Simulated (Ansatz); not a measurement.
Born–Oppenheimer molecular dynamics of BF2H6NOSi (12 atoms, charge 0, multiplicity 1). It starts from a rough guess of a transition structure, not a stationary point.

Theory: Ansatz 0.2.0, UKS PBE-D4/STO-3G.

```
ensemble                      : NVE (velocity Verlet)
time step                     : 0.5 fs
steps asked                   : 150
starting velocities drawn for : 1000 K
seed                          : 880343
```

First frame:

```xyz
12
Properties=species:S:1:pos:R:3
B -1.248 -0.205 0.168
N -0.406 -1.154 1.447
F -1.525 -0.916 -0.911
F -2.160 0.622 0.641
H 0.489 -0.284 0.957
O 0.305 0.583 0.033
Si 1.195 1.031 -1.252
H -0.749 -1.008 2.383
H -0.276 -2.130 1.236
H 2.454 1.422 -0.615
H 1.394 -0.101 -2.158
H 0.527 2.139 -1.927
```

(1) How far do the bonds stretch over the last three quarters of this one trajectory? (Pairs bonded in most of those frames.)

Answers

(1) 
```json
{"bond": "B1–N2", "mean (Å)": "1.774", "spread (Å)": "0.052", "shortest": "1.69", "longest": "1.87"}
{"bond": "B1–F3", "mean (Å)": "1.374", "spread (Å)": "0.059", "shortest": "1.28", "longest": "1.46"}
{"bond": "B1–F4", "mean (Å)": "1.369", "spread (Å)": "0.033", "shortest": "1.31", "longest": "1.44"}
{"bond": "B1–O6", "mean (Å)": "1.602", "spread (Å)": "0.081", "shortest": "1.45", "longest": "1.73"}
{"bond": "N2–H5", "mean (Å)": "1.206", "spread (Å)": "0.083", "shortest": "1.07", "longest": "1.34"}
{"bond": "N2–H8", "mean (Å)": "1.067", "spread (Å)": "0.051", "shortest": "0.99", "longest": "1.16"}
{"bond": "N2–H9", "mean (Å)": "1.062", "spread (Å)": "0.027", "shortest": "1.02", "longest": "1.11"}
{"bond": "O6–Si7", "mean (Å)": "1.723", "spread (Å)": "0.080", "shortest": "1.61", "longest": "1.86"}
{"bond": "Si7–H10", "mean (Å)": "1.472", "spread (Å)": "0.031", "shortest": "1.42", "longest": "1.52"}
{"bond": "Si7–H11", "mean (Å)": "1.465", "spread (Å)": "0.010", "shortest": "1.45", "longest": "1.48"}
{"bond": "Si7–H12", "mean (Å)": "1.467", "spread (Å)": "0.030", "shortest": "1.42", "longest": "1.51"}
```

Mean temperature of the second half: 853 K. The conserved energy stayed within 0.28 meV per atom of its start (net change -0.16 meV per atom), so the integration is sound. A run of 0.075 ps of so small a system gives no equilibrium averages. The orbitals stay closed-shell, which can raise the energy where a bond breaks towards radicals; this wasn't checked here. Limits of this set-up: minimal basis.

Run time: 11 min on 1 thread of AMD EPYC 7R43 64-Core Processor (Zen 3), with other jobs on the host, peak memory 0.14 GiB.
